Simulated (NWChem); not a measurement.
C4H6O; SMILES C=C1COC1

Results from NWChem. Pople sets run with spherical d functions. The geometry was optimised at B3LYP/6-31G* (spherical d). Level: B3LYP/6-31G* with SMD, gas-phase geometry; reactions with the solvents are ignored. One conformer.

```tsv
SMD term (kcal/mol)	water	toluene
distortion of the solute's density	0.98	0.10
polarisation	-6.66	-2.05
cavity, dispersion and structure	3.28	-1.52
```

### Question
Sum the solvation free energies, find the transfer free energy from water to toluene and the partition coefficient at 298.15 K.

### Answer

1. ΔG(solv, water) = -2.40 kcal/mol and ΔG(solv, toluene) = -3.47 kcal/mol (1 M gas to 1 M solution).
2. Transfer: -3.47 − (-2.40) = -1.07 kcal/mol.
3. log₁₀ K(toluene/water) = −ΔG/(RT ln 10) = 1.07/1.364 = 0.8, so the model puts more of the solute in toluene.
4. Of the transfer energy, 3.73 kcal/mol is electrostatic and -4.80 comes from the non-electrostatic term. The two phases are taken as the pure solvents.
